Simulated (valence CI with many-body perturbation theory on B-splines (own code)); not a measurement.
# I⁴⁸⁺: one-electron terms

Level of theory: relativistic CI+MBPT: three valence electrons over a frozen Dirac-Fock core [He], a basis of 11 s, 11 p, 9 d, 7 f, 5 g, 2 h, 1 i functions for each j, with the one-electron correlation potential Σ1, the two-electron term Σ2, the three-electron term Σ3, Breit, model QED; selected CI, second order for the rest (own B-spline code, finite nucleus).

The last digits are not significant, and no measured levels were compared; by estimate large intervals hold to a few tenths of a per cent, small ones and those within an open d or f shell to about a per cent.

These are the spectroscopic orbitals of the CI (the correlating ones are not listed), shaped by the core and the other valence electrons. h is the expectation value of the core's Dirac-Fock operator, without the valence repulsion; Σ1 is computed up to l = 3 at one energy for each symmetry, that of its lowest orbital but kept below the first core excitation, so for empty shells it is not the orbital's own correlation shift; Breit and QED include the response of the core.

```
Orbital  h (hartree)  Σ1 (cm⁻¹)  Breit (cm⁻¹)  QED (cm⁻¹)  ⟨r⟩ (bohr)
  2s1/2      -346.57      -1391         41968       45767      0.1109
  3s1/2      -151.59       -343         11764       13308      0.2561
  4s1/2      -84.396       -134          4711        5459      0.4636
  5s1/2      -53.645      -66.5          2364        2756      0.7316
  2p1/2      -342.24      -3464         83734        -544     0.09264
  3p1/2      -150.37       -777         22685        -262      0.2394
  4p1/2      -83.894       -299          9121        -116      0.4480
  5p1/2      -53.391       -147          4569       -59.9      0.7173
  2p3/2       -329.4      -2686         32462        4310     0.09762
  3p3/2      -146.56       -602          8838        1133      0.2465
  4p3/2      -82.295       -232          3949         459      0.4573
  5p3/2      -52.576       -114          1988         231      0.7287
  3d3/2       -146.1       -285           845        -151      0.2084
  4d3/2      -82.098       -122           462       -48.1      0.4201
  5d3/2      -52.476      -62.5           239       -21.5      0.6926
  3d5/2      -144.96       -261           275         394      0.2108
  4d5/2      -81.616       -111           150         181      0.4231
  5d5/2      -52.229      -56.8          73.8        95.3      0.6962
  4f5/2      -81.577      -24.1           5.2       -59.7      0.3640
  5f5/2      -52.211      -13.6           4.3       -29.4      0.6377
  4f7/2      -81.341      -23.3           1.5        52.6      0.3656
  5f7/2       -52.09      -13.1           1.2        28.3      0.6395
  5g7/2      -52.084                      0.0       -18.9      0.5586
  5g9/2      -52.012                      0.0        15.2      0.5598
```

Among the shells of the start configuration 2s2 2p1, Σ1 is largest in size for 2p1/2, where it is 0.0046 % of h.

Lowest root of each symmetry, sizes in configuration state functions:

| J | Parity | Roots | Reference | Variational | Second order | Change by selected CI (cm⁻¹) | Change by second order (cm⁻¹) |
| --- | --- | --- | --- | --- | --- | --- | --- |
| 1/2 | even | 16 | 50 | 9118 | 7607 | -10101 | 0 |
| 3/2 | even | 19 | 70 | 14818 | 14464 | -5827 | -1 |
| 5/2 | even | 14 | 66 | 15852 | 16721 | -9132 | -1 |
| 7/2 | even | 5 | 41 | 10874 | 22603 | -6442 | -5 |
| 9/2 | even | 2 | 23 | 5380 | 10717 | -12238 | -4 |
| 1/2 | odd | 15 | 48 | 8802 | 10096 | -9624 | 0 |
| 3/2 | odd | 21 | 72 | 14982 | 6792 | -9074 | -1 |
| 5/2 | odd | 13 | 62 | 15528 | 15976 | -14739 | -1 |
| 7/2 | odd | 6 | 43 | 11191 | 13794 | -10973 | -2 |
| 9/2 | odd | 2 | 20 | 5436 | 17494 | -6690 | -3 |
